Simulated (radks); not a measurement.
Values are calculated unless marked as measured or tabulated.
Species: Pb V. Configuration: [Xe] 4f14 5d10 (the NIST ground configuration). Level of theory: non-relativistic Kohn-Sham, r2SCAN, spin-polarised, spherical densities, point nucleus; meta-GGA in the generalised Kohn-Sham scheme; relativity is left out, which matters for an element this heavy (a radial shooting solver on a logarithmic mesh with Libxc functionals).

Unscreened Slater integrals over Kohn-Sham orbitals (hartree). They are taken over the spin-up orbitals.

| integral | value |
|---|---|
| F0(5d,5d) | 0.72647 |
| F2(5d,5d) | 0.38368 |
| F4(5d,5d) | 0.25757 |
| F0(5d,5p) | 0.79229 |
| F2(5d,5p) | 0.41193 |
| G1(5d,5p) | 0.51532 |
| G3(5d,5p) | 0.32186 |
| F0(5d,5s) | 0.81216 |
| G2(5d,5s) | 0.38486 |
| F0(5d,4f) | 0.93235 |
| F2(5d,4f) | 0.22487 |
| F4(5d,4f) | 0.10503 |
| G1(5d,4f) | 0.065622 |
| G3(5d,4f) | 0.065875 |
| G5(5d,4f) | 0.053951 |
| F0(5p,5p) | 0.88299 |
| F2(5p,5p) | 0.47838 |
| F0(5p,5s) | 0.91207 |
| G1(5p,5s) | 0.63359 |
| F0(5p,4f) | 1.0986 |
| F2(5p,4f) | 0.31869 |
| G2(5p,4f) | 0.10129 |
| G4(5p,4f) | 0.090492 |
| F0(5s,5s) | 0.94484 |
| F0(5s,4f) | 1.1616 |
| G3(5s,4f) | 0.11212 |
| F0(4f,4f) | 2.0522 |
| F2(4f,4f) | 1.0382 |
| F4(4f,4f) | 0.66557 |
| F6(4f,4f) | 0.48312 |
